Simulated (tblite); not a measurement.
Compound: C4H14BFSi2.
SMILES with atom numbers: `[BH2:1][C@@H:2]([CH3:3])[CH2:4][SiH2:5][SiH2:6][CH2:7][F:8]` (hydrogens: H9, H10 on B1; H11 on C2; H12, H13, H14 on C3; H15, H16 on C4; H17, H18 on Si5; H19, H20 on Si6; H21, H22 on C7)

Computed with GFN2-xTB (tblite), gas phase: L-BFGS steps from a force-field or distance-geometry start until the largest atomic force falls under 0.01 eV/Å.

The end geometry, which sets the zero of energy:
```
atom  x, y, z in Å
B1     -2.2023   -1.5751    0.0602
C2     -1.3436   -0.3486   -0.4173
C3     -2.1120    0.8567   -0.9532
C4     -0.6224    0.0063    0.9054
Si5     0.7671    1.3054    0.7028
Si6     2.0854    0.7565   -1.1233
C7      2.6089   -1.0877   -0.9640
F8      3.4703   -1.4282   -1.9878
H9     -3.2773   -1.4113    0.4884
H10    -1.7288   -2.6447    0.0737
H11    -0.5777   -0.6175   -1.1544
H12    -1.4369    1.6761   -1.1978
H13    -2.8284    1.2105   -0.2150
H14    -2.6587    0.5848   -1.8539
H15    -1.3603    0.3519    1.6311
H16    -0.1795   -0.8996    1.3273
H17     1.4934    1.3176    1.9837
H18     0.1844    2.6494    0.5890
H19     1.4531    0.8743   -2.4441
H20     3.3390    1.5164   -1.1948
H21     3.1467   -1.2888   -0.0331
H22     1.7692   -1.7851   -1.0293
```

**Question.** These geometries come from the run, each turned onto the end geometry. Order them by energy, lowest first.
A.
```
atom  x, y, z in Å
B1     -2.2782   -1.5873   -0.1302
C2     -1.3822   -0.3136   -0.4023
C3     -2.2697    0.8952   -0.7963
C4     -0.5363    0.0054    0.8601
Si5     0.8147    1.3106    0.5760
Si6     2.1633    0.6715   -1.1306
C7      2.7341   -1.1088   -0.7688
F8      3.5763   -1.5247   -1.7801
H9     -3.0751   -1.5793    0.7222
H10    -2.1483   -2.5490   -0.7898
H11    -0.7035   -0.5241   -1.2441
H12    -1.6584    1.7476   -1.0864
H13    -2.9090    1.1816    0.0347
H14    -2.8874    0.6255   -1.6487
H15    -1.1716    0.3538    1.6690
H16    -0.0276   -0.8993    1.1975
H17     1.6130    1.4348    1.7922
H18     0.2250    2.5978    0.2407
H19     1.4260    0.6758   -2.3821
H20     3.3291    1.5337   -1.1862
H21     3.2790   -1.1457    0.1748
H22     1.8764   -1.7821   -0.7280
```
B.
```
atom  x, y, z in Å
B1     -2.2122   -1.5894   -0.0368
C2     -1.4139   -0.2965   -0.4641
C3     -2.2675    0.9170   -0.8408
C4     -0.6129    0.0121    0.8270
Si5     0.7710    1.3219    0.6119
Si6     2.1610    0.6947   -1.1365
C7      2.7510   -1.1150   -0.8481
F8      3.6099   -1.5037   -1.8586
H9     -3.1218   -1.4436    0.6854
H10    -1.8564   -2.6791   -0.3240
H11    -0.7056   -0.4783   -1.2806
H12    -1.6400    1.7839   -1.0397
H13    -2.9469    1.1678   -0.0291
H14    -2.8578    0.7190   -1.7337
H15    -1.3229    0.3165    1.5986
H16    -0.1533   -0.9097    1.1968
H17     1.4680    1.3715    1.9032
H18     0.1914    2.6593    0.4399
H19     1.5277    0.6665   -2.4573
H20     3.3902    1.4787   -1.2523
H21     3.3039   -1.2408    0.0872
H22     1.9267   -1.8334   -0.8549
```
C.
```
atom  x, y, z in Å
B1     -2.1980   -1.5659    0.0045
C2     -1.4212   -0.2806   -0.4569
C3     -2.2651    0.9263   -0.8603
C4     -0.6268    0.0026    0.8411
Si5     0.7766    1.2835    0.6276
Si6     2.1482    0.6880   -1.1452
C7      2.7392   -1.1222   -0.8764
F8      3.6097   -1.4880   -1.8836
H9     -3.2214   -1.4627    0.5601
H10    -1.7080   -2.6213   -0.1171
H11    -0.6947   -0.4660   -1.2560
H12    -1.6407    1.7945   -1.0664
H13    -2.9658    1.1870   -0.0699
H14    -2.8351    0.6979   -1.7590
H15    -1.3197    0.3252    1.6189
H16    -0.1794   -0.9288    1.2001
H17     1.4644    1.3260    1.9281
H18     0.2055    2.6258    0.4585
H19     1.5374    0.7111   -2.4816
H20     3.3752    1.4886   -1.2334
H21     3.2865   -1.2529    0.0616
H22     1.9225   -1.8488   -0.9010
```
D.
```
atom  x, y, z in Å
B1     -2.1921   -1.5766    0.0237
C2     -1.3578   -0.3219   -0.4246
C3     -2.1528    0.8854   -0.9155
C4     -0.6186    0.0083    0.8951
Si5     0.7716    1.3065    0.6902
Si6     2.0931    0.7269   -1.1238
C7      2.6436   -1.1057   -0.9345
F8      3.5173   -1.4434   -1.9490
H9     -3.2755   -1.4547    0.4420
H10    -1.6900   -2.6330    0.0175
H11    -0.6009   -0.5590   -1.1819
H12    -1.4954    1.7163   -1.1676
H13    -2.8499    1.2179   -0.1499
H14    -2.7236    0.6246   -1.8041
H15    -1.3474    0.3413    1.6356
H16    -0.1735   -0.9059    1.2970
H17     1.4823    1.3532    1.9797
H18     0.1898    2.6473    0.5364
H19     1.4403    0.8032   -2.4378
H20     3.3391    1.4938   -1.2364
H21     3.1775   -1.2921    0.0014
H22     1.8127   -1.8131   -0.9999
```
E.
```
atom  x, y, z in Å
B1     -2.2724   -1.5879   -0.1364
C2     -1.3766   -0.2904   -0.4093
C3     -2.2563    0.8846   -0.7926
C4     -0.5267    0.0166    0.8444
Si5     0.8168    1.2900    0.5611
Si6     2.1578    0.6380   -1.1086
C7      2.7368   -1.1028   -0.7788
F8      3.5790   -1.5121   -1.7902
H9     -3.0830   -1.5804    0.7290
H10    -2.1480   -2.5540   -0.7944
H11    -0.7039   -0.5404   -1.2526
H12    -1.6509    1.7557   -1.0943
H13    -2.9278    1.1910    0.0585
H14    -2.8968    0.6191   -1.6707
H15    -1.1770    0.3717    1.6859
H16    -0.0084   -0.9126    1.2033
H17     1.6178    1.4315    1.7834
H18     0.2257    2.5931    0.2325
H19     1.4207    0.6776   -2.3691
H20     3.3281    1.5398   -1.1784
H21     3.2798   -1.1319    0.1938
H22     1.8550   -1.7770   -0.7229
```

**Answer.** D (0.002 eV), C (0.007 eV), B (0.032 eV), A (0.202 eV), E (0.384 eV).

In the order of the answer:

| step | E above end (eV) | largest force (eV/Å) | rms force component (eV/Å) | rms distance from end (Å) | rms bond change (Å) | bond most changed (Å) |
| --- | --- | --- | --- | --- | --- | --- |
| 103 | 0.002 | 0.03 | 0.008 | 0.054 | 0.000 | B1–H9 -0.001 |
| 62 | 0.007 | 0.04 | 0.009 | 0.158 | 0.001 | Si5–Si6 +0.001 |
| 37 | 0.032 | 0.32 | 0.059 | 0.198 | 0.004 | B1–H10 +0.012 |
| 2 | 0.202 | 0.50 | 0.160 | 0.307 | 0.015 | Si5–Si6 -0.051 |
| 0 | 0.384 | 1.45 | 0.443 | 0.310 | 0.029 | Si5–Si6 -0.080 |

What follows is the cost of the whole relaxation. Hardware: one thread of an Arm Neoverse V1, shared host with 32 logical CPUs at a one-minute load of 7.7. Cost: 1.2 s wall.
